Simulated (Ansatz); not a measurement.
C$_{4}$H$_{6}$BrFGe (SMILES C=[CH][Ge]([F])([Br])[CH]=C), singlet, at a GFN2-xTB geometry, with bond 12-7 at 1.4 times its length; CASSCF(4,5)/STO-3G (Ansatz, a first-principles code).

Input for Ansatz:
Ansatz 0.2 input:
```yaml
crystal:
  periodic: [false, false, false]
  atoms:
    - {symbol: C, position_ang: [-2.50431967, 1.44226169, 0.46987155]}
    - {symbol: C, position_ang: [-1.26025762, 1.79610801, 0.20678793]}
    - {symbol: Ge, position_ang: [0.22004746, 0.50003002, -0.04028739]}
    - {symbol: F, position_ang: [0.73541001, 0.72281298, -1.73439472]}
    - {symbol: Br, position_ang: [-0.66057889, -1.62982268, 0.03336473]}
    - {symbol: C, position_ang: [1.92125070, 0.56519124, 0.97138423]}
    - {symbol: C, position_ang: [3.09293574, 0.71545538, 0.38183339]}
    - {symbol: H, position_ang: [-2.79446674, 0.40764880, 0.58447073]}
    - {symbol: H, position_ang: [-3.29273319, 2.17179278, 0.58005678]}
    - {symbol: H, position_ang: [-0.97988458, 2.83290918, 0.09195206]}
    - {symbol: H, position_ang: [1.83871768, 0.45047142, 2.04287492]}
    - {symbol: H, position_ang: [3.20641078, 0.87079626, -1.11627879]}
    - {symbol: H, position_ang: [4.01677456, 0.73418316, 0.94061285]}
basis:
  gaussian:
    orbitals: STO-3G
hamiltonian:
  xc: hf
magnetization: {spin_polarized: false}
correlation: {active_space: {window: {electrons: 4, orbitals: 5}}}
```

Write the output that Ansatz gives for this input, abridged.


```
Functional definition: HF
794 factors; integrals over basis functions are off by at most 4.3e-5 eV
mean field evaluation 1: about -131903.4459 eV, gradient 2.4e1 eV
mean field evaluation 2: about -131903.5646 eV, gradient 2.4e1 eV
mean field evaluation 4: about -131906.6938 eV, gradient 2.4e0 eV
mean field evaluation 8: about -131906.7247 eV, gradient 2.7e-4 eV
mean field -131906.72467766 eV, -4847.4827223147 hartree, gradient 2.4e-6 eV, S^2 0.000000; 0 other end points of the search recorded, 0 dependent functions left out
reference -131906.72467766 eV, -4847.4827223147 hartree; 53, 53 occupied and 14, 14 virtual orbitals, 794 factors
state -131909.01358325 eV, -4847.5668380437 hartree
2 active orbitals were swapped for others, from the solution at -131908.99044205 eV, -4847.5659876203 hartree to that at -131909.01358325 eV, -4847.5668380437 hartree; typed "places" are swapped only where nearly empty or full, and so, without "given_window_search", are "orbital_numbers", "shells" and a window whose orbitals a file names under [Active]
Total energy: -131909.01358325 eV, -4847.5668380437 hartree
```
